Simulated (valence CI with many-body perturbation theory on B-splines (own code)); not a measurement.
## Which ion has this spectrum?

A relativistic CI+MBPT calculation for an atom or ion with 33 electrons gives these levels (eV):

| J | Parity | E | g |
| --- | --- | --- | --- |
| 3/2 | odd | 0.00 | 1.36 |
| 3/2 | odd | 96.11 | 1.46 |
| 5/2 | odd | 101.67 | 1.20 |
| 1/2 | odd | 108.68 | 0.66 |
| 3/2 | even | 157.44 | 0.79 |
| 5/2 | even | 183.02 | 1.28 |
| 5/2 | even | 199.70 | 1.40 |
| 3/2 | odd | 205.79 | 1.30 |
| 1/2 | even | 212.06 | 2.11 |
| 3/2 | even | 214.12 | 1.17 |
| 5/2 | even | 253.00 | 0.96 |
| 3/2 | even | 253.33 | 0.91 |
| 1/2 | even | 253.62 | 0.20 |
| 7/2 | even | 258.59 | 1.05 |

The energies are calculated, and their last digits are not significant.

Task: Which is it?
A. Ta40+
B. Hf39+
C. Ir44+
D. Re42+

Result: D. Re42+, ground level (4s^2 4p1/2^2 4p3/2) J=3/2.
